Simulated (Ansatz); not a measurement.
Reaction (formal exchange of groups at the Sc–Cl bond): `[F][Sc]([Cl])[Cl]` + CH₄ → `[CH3][Sc]([F])[Cl]` + HCl

Computed with Ansatz on PBE0-D4/def2-TZVP structures; ΔE is electronic, products minus reactants. CCSD(T)/CBS adds triple-zeta CCSD(T) − MP2 to the extrapolated MP2 energy (def2 sets, frozen cores). This one scheme is used for every species. Functionals use def2-TZVPP. For Sc outer-core shells are correlated without core-valence functions, which leaves a few kJ/mol of doubt a bond. Scalar relativity is left out up to krypton.

`[F][Sc]([Cl])[Cl]`:

```xyz
4

F    -0.142   -0.043    1.908
Sc   -0.007   -0.002    0.098
Cl    0.957   -1.768   -0.978
Cl   -0.808    1.813   -1.028
```

CH₄:

```xyz
5

C     0.000    0.000    0.000
H    -0.440    0.609    0.789
H     0.902   -0.484    0.374
H     0.254    0.634   -0.849
H    -0.715   -0.759   -0.315
```

`[CH3][Sc]([F])[Cl]`:

Cartesian coordinates in Å:
```
C 0.369 -0.329 0.893
Sc -0.363 0.487 -0.963
F -0.396 2.314 -1.072
Cl -1.082 -0.986 -2.587
H 0.945 -1.248 0.726
H 0.998 0.368 1.458
H -0.471 -0.604 1.545
```

HCl:

Cartesian coordinates in Å:
```
Cl -0.468 -0.090 0.427
H 0.468 0.090 -0.427
```

```tsv
level	ΔE (kJ/mol)
PBE0-D4	236.4
HF/CBS(def2)	254.3
```

**Question.** What does CCSD(T)/CBS give? (Best estimate.)

**Answer.** The calculation gave: +233.2 kJ/mol. The listed levels differ from it by 3.2, 21.1 kJ/mol.

**Question.** What do rigid-rotor, harmonic-oscillator terms from PBE0-D4/def2-TZVP frequencies (298.15 K, 1 bar) make of the CCSD(T)/CBS value? (An estimate is asked.)

**Answer.** The calculation gave: ΔZPE = -15.1 kJ/mol, ΔH = +220.6 kJ/mol, ΔS = 40 J/(mol·K), ΔG = +208.8 kJ/mol. Modes under 50 cm⁻¹ make the entropy rough.

Largest T1 diagnostic among the species: 0.015.

At CCSD(T), def2-SVP lies +17.5 kJ/mol from the extrapolated value and def2-TZVPP +3.7 kJ/mol. From BLYP to BHLYP (50 % exact exchange), in def2-TZVPP and without D4, ΔE moves by +5.3 kJ/mol.
